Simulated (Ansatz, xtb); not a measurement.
Molecule: SnH$_{3}$, net charge 1, singlet state. 
Geometry from a B3LYP-D3(BJ)/def2-TZVP (Ansatz, a program for electronic structure) optimisation:
```
Sn
H 1 1.6913
H 1 1.6913 2 120.00
H 1 1.6913 2 120.00 3 180.00
```
Charge +1, spin multiplicity 1.

Harmonic wavenumbers from GFN2-xTB (xtb, at its own minimum), cm⁻¹: 519, 534, 535, 1222, 1528, 1528.

Question: Give the harmonic wavenumbers at B3LYP-D3(BJ)/def2-TZVP (Ansatz, finite differences of forces, unscaled).

Answer: 668, 672, 672, 1970, 2027, 2027 cm⁻¹. Zero-point energy 11.5 kcal/mol.

Question: From these and the geometry, give the ideal-gas thermochemistry at 298.15 K and 1 atm (rigid rotor, harmonic oscillator).

Answer: Point group D3h, rotational symmetry number 6. Rotational constants 116.9, 116.9, 58.43 GHz. S(trans) 40.30, S(rot) 13.09, S(vib) 1.03, S(elec, spin only) 0.00, S 54.4 cal/(mol K). H(298) - H(0) 2.61 kcal/mol; G - E(el) -2.1 kcal/mol.
